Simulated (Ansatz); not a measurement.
Isolated molecules relaxed with PBE0-D4/def2-TZVP in Ansatz; ΔE leaves out vibrations. CCSD(T)/CBS adds triple-zeta CCSD(T) − MP2 to the extrapolated MP2 energy (def2 sets, frozen cores). This one scheme is used for every species. DFT in def2-TZVPP. HSE06 is defined as in plane-wave codes. Each species was taken in one conformer, which may not be the lowest.

`F[Si](F)(Cl)Cl` + H₂O → `O[Si](F)(Cl)Cl` + H–F  (formal hydrolysis of the Si–F bond)

```json
{"level": "PBE0-D4", "ΔE (kJ/mol)": "30.5"}
{"level": "ωB97X-V", "ΔE (kJ/mol)": "33.3"}
{"level": "r2SCAN", "ΔE (kJ/mol)": "35.3"}
{"level": "HSE06", "ΔE (kJ/mol)": "32.1"}
{"level": "LC-ωPBE", "ΔE (kJ/mol)": "32.7"}
{"level": "CCSD/def2-SVP", "ΔE (kJ/mol)": "31.2"}
{"level": "CCSD(T)/def2-SVP", "ΔE (kJ/mol)": "31.0"}
{"level": "HF/def2-QZVPP", "ΔE (kJ/mol)": "39.1"}
```

What does CCSD(T)/CBS give? (Best estimate.)

Computed: +33.1 kJ/mol. The listed levels differ from it by -2.6, 0.2, 2.2, -1.0, -0.4, -1.9, -2.1, 6.0 kJ/mol.

What do rigid-rotor, harmonic-oscillator terms from PBE0-D4/def2-TZVP frequencies (298.15 K, 1 bar) make of the CCSD(T)/CBS value? (Best estimate.)

The calculation gave: ΔZPE = -2.5 kJ/mol, ΔH = +31.2 kJ/mol, ΔS = 3 J/(mol·K), ΔG = +30.4 kJ/mol.

Largest T1 diagnostic among the species: 0.010.

In def2-TZVPP, CCSD(T) changes the Hartree–Fock value by −4.7 kJ/mol (the triples alone add −0.8 kJ/mol) and MP2 by −6.7 kJ/mol. The D4 term adds −3.5 kJ/mol with B3LYP and −1.9 kJ/mol with PBE0; it sums over pairs of atoms, weighted by their polarisabilities, and B3LYP, whose exchange is more repulsive, gets the larger term.

B3LYP here is the variant with VWN-RPA as its local correlation; programs differ in this.
